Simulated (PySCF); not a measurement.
## Simulated absorption spectrum

Species: C₄H₈Si.
InChI=1S/C4H8Si/c1-2-4-3-5-4/h2,4H,1,3,5H2/t4-/m0/s1

Computed, not measured: TDDFT CAM-B3LYP/def2-SVPD, vertical, gas phase, core orbitals frozen in the response in PySCF 2.14.0, density-fitted response routines. The structure is a single PBE0-D3(BJ)/def2-SVP conformer in the gas phase; no vibrational or solvent corrections. Torsions of this conformer, `[CH2:1]=[CH:2][C@H:3]1[CH2:4][SiH2:5]1`: C1–C2–C3–C4 0°.

Computed states:

| state | E (eV) | f |
| --- | --- | --- |
| S1 | 5.64 | 0.292 |
| S2 | 6.07 | 0.033 |
| S3 | 6.30 | 0.098 |
| S4 | 6.54 | 0.0079 |
| S5 | 6.78 | 0.038 |
| S6 | 6.95 | 0.032 |
| S7 | 7.08 | 0.022 |
| S8 | 7.36 | 0.022 |
| S9 | 7.40 | 0.0021 |
| S10 | 7.77 | 0.0032 |

Broadening: Gaussians 0.4 eV wide at half height, area fixed by f = 4.319×10⁻⁹ ∫ε dν̃. The width is an assumption, not a result. The curve ends short of the highest state used, and states not computed would add to its high-energy end.

(1) Give the broadened spectrum and its maxima.

(2) Coming from long wavelengths, where does ε first pass 100 L mol⁻¹ cm⁻¹?

(3) On this curve, what absorbance would a 10⁻³ mol/L sample give at 222 nm over a 1 cm path?

Results:

(1) 
(λ (nm), ε (L mol⁻¹ cm⁻¹)): (172.9, 3284), (174.2, 3763), (175.6, 4290), (176.9, 4706), (178.2, 4980), (179.5, 5068), (180.9, 4947), (182.2, 4666), (183.5, 4289), (184.9, 3877), (186.2, 3600), (187.5, 3523), (188.9, 3738), (190.2, 4226), (191.5, 4942), (192.9, 5847), (194.2, 6667), (195.5, 7328), (196.9, 7746), (198.2, 7815), (199.5, 7595), (200.9, 7117), (202.2, 6560), (203.5, 6022), (204.9, 5609), (206.2, 5509), (207.5, 5788), (208.8, 6521), (210.2, 7849), (211.5, 9545), (212.8, 11575), (214.2, 13934), (215.5, 16050), (216.8, 17854), (218.2, 19211), (219.5, 19775), (220.8, 19609), (222.2, 18651), (223.5, 17156), (224.8, 15244), (226.2, 12929), (227.5, 10729), (228.8, 8629), (230.2, 6599), (231.5, 4991), (232.8, 3671), (234.2, 2558), (235.5, 1780), (236.8, 1208), (238.1, 800), (239.5, 500), (240.8, 316), (242.1, 195), (243.5, 114), (244.8, 67), (246.1, 39)

Maxima: 220 nm (5.64 eV), ε about 20000, made up of S1 (99%); 198 nm (6.27 eV), ε about 7800, made up of S2 (14%) and S3 (83%); 179 nm (6.91 eV), ε about 5100, made up of S5 (38%), S6 (42%) and S7 (18%) (ε in L mol⁻¹ cm⁻¹; maxima over ε = 5, shares over 10%).

(2) At about 244 nm (5.09 eV), 0.55 eV below S1.

(3) 222 nm is 5.585 eV, where ε is about 19000 L mol⁻¹ cm⁻¹, so A = ε c l ≈ 19 (Beer–Lambert, with the gas-phase spectrum and the assumed width).

All these states lie below the vertical ionisation energy of 8.29 eV (ΔSCF).
